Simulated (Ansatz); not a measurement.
Job for Ansatz (a first-principles code): U-CCSD(T)/def2-QZVPP on LiN-, 2S+1 = 4, a spin state set in the input, which need not be the lowest, a point of a bond scan (R = 1.940 Å). Charge -1. Files ending in .json are basis or fitting sets from the Basis Set Exchange.

Ansatz 0.2 input:
```yaml
crystal:
  periodic: [false, false, false]
  atoms:
    - {symbol: Li, position_ang: [0.00000000, 0.00000000, 0.00000000]}
    - {symbol: N, position_ang: [0.00000000, 0.00000000, 1.94038100]}
basis:
  gaussian:
    orbitals: def2-QZVPP.json
    pivot_positions_ang: [[0.00000000, 0.00000000, 0.00000000], [0.00000000, 0.00000000, 1.94038100]]
total_charge: -1
magnetization: {spin_polarized: true, initial_magnetization: 3}
correlation: {method: ccsd_t, electrons: valence}
output: {orbitals: {seedname: ./end}}
```

### Question
What total energy does the run end on?

### Answer
-62.0661 hartree (reference determinant -61.8524, T1 diagnostic 0.017).

### Question
How many basis functions does it have, and what does it roughly cost on one machine?

### Answer
92 functions; about 70 core-seconds (a rough figure).
